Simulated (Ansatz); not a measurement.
Coupled-cluster run, CH3BBrFSi (`FB1C[SiH]1Br`).

```yaml
crystal:
  periodic: [false, false, false]
  atoms:
    - {symbol: F, position_ang: [-1.060373, -0.958596, 1.991118]}
    - {symbol: B, position_ang: [-0.368545, -0.705177, 0.907495]}
    - {symbol: C, position_ang: [0.780577, 0.219340, 0.551223]}
    - {symbol: Si, position_ang: [-0.425621, -0.143444, -0.938917]}
    - {symbol: Br, position_ang: [-1.899261, 1.353611, -1.640234]}
    - {symbol: H, position_ang: [1.098279, 1.092189, 1.118319]}
    - {symbol: H, position_ang: [1.630270, -0.268401, 0.057159]}
    - {symbol: H, position_ang: [0.336774, -0.646723, -2.101962]}
basis:
  gaussian: {orbitals: def2-TZVPP}
correlation: {method: ccsd_t}
```

```sh
$ ansatz run in.yaml --threads 4 --pin off --events-out ev --progress --plain --max-ram 10444MiB
```

Log, shortened:

```
Functional definition: HF
1391 factors; integrals over basis functions are off by at most 9.1e-4 eV
mean field evaluation 1: about -82316.4176 eV, gradient 3.6e1 eV
mean field evaluation 2: about -82316.6693 eV, gradient 3.6e1 eV
mean field evaluation 4: about -82319.9279 eV, gradient 3.5e0 eV
mean field evaluation 8: about -82319.9960 eV, gradient 3.3e-1 eV
mean field evaluation 16: about -82319.9966 eV, gradient 1.4e-6 eV
mean field -82319.99663402 eV, -3025.2040778024 hartree, gradient 1.4e-6 eV, S^2 0.000000; 0 other end points of the search recorded, 0 dependent functions left out
17 core orbitals not correlated: weight in the atoms' cores, before any rotation towards them, 1.000 or more for the frozen orbitals, at most 0.000 for the correlated occupied ones
reference -82319.99663402 eV, -3025.2040778024 hartree; 19, 19 occupied and 189, 189 virtual orbitals, 1391 factors
second order -24.46279900 eV of doubles, -0.00000000 eV of singles
cycle   1  -24.59961994 eV  change   -1.4e-1 eV  update   1.1e-1
cycle   2  -25.15393015 eV  change   -5.5e-1 eV  update   3.2e-2
cycle   3  -25.27318577 eV  change   -1.2e-1 eV  update   1.7e-2
cycle   4  -25.25658123 eV  change    1.7e-2 eV  update   4.6e-3
cycle   5  -25.25324471 eV  change    3.3e-3 eV  update   2.2e-3
cycle   6  -25.25446309 eV  change   -1.2e-3 eV  update   8.3e-4
cycle   7  -25.25407873 eV  change    3.8e-4 eV  update   3.6e-4
cycle   8  -25.25395945 eV  change    1.2e-4 eV  update   1.4e-4
cycle   9  -25.25406072 eV  change   -1.0e-4 eV  update   6.8e-5
cycle  10  -25.25406426 eV  change   -3.5e-6 eV  update   2.3e-5
perturbative correction -0.99446265 eV, -0.0365458281 hartree
Total energy: -82346.24516092 eV, -3026.1686933742 hartree
```

Hardware: 4 threads of an Arm Neoverse V1 on a shared host. Wall time 2.5 min, peak host memory 3.7 GiB.

MP2 recovers 93.2 % of the CCSD(T) correlation energy and the triples give 3.8 %; T1 = 0.0116.
